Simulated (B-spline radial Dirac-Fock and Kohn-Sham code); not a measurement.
**Core and valence levels of Ag⁴⁶⁺**

System: silver as Ag⁴⁶⁺ in the configuration 1s1; nuclear rms radius 4.5454 fm (A = 107).

Input of the calculation (task.json; shells as n, l, electrons):

```json
{"items": [{
  "Z": 47,
  "q": 46,
  "cfg": [[1, 0, 1]],
  "A": 107,
  "rrms": 4.5454,
  "do": ["binding"]
}]}
```

Launch: `python xray_run.py task.json out`

Method: relaxed Dirac-Fock hole states (ΔSCF) with Breit and QED corrections and a finite nucleus. Computed with a radial B-spline solver. Correlation and solid-state effects are left out. Energies are counted from the vacuum level.

All terms are in eV, carry their sign (relaxation lowers the binding energy) and add up to the binding energy; ⟨r⟩ is the mean radius of the orbital in the initial state.

```
subshell  −ε (Koopmans)  relaxation  Gaunt  retardation  self-energy  vacuum polarisation  binding energy  ⟨r⟩ (bohr)
  K (1s)        30993.6        0.00   0.00         0.00       -31.76                 3.99         30965.9       0.031
```

For the deepest level, K (1s), the Breit terms make up 0.000 % of the binding energy, QED -0.090 % and orbital relaxation 0.000 %.

Going to the tabulated ground configuration of the next ion removes an electron from K (1s), computed at 30965.9 eV. NIST lists 30965.78 ± 0.007 eV as the ionisation energy of this species (theoretical), -0.10 eV from the computed value.
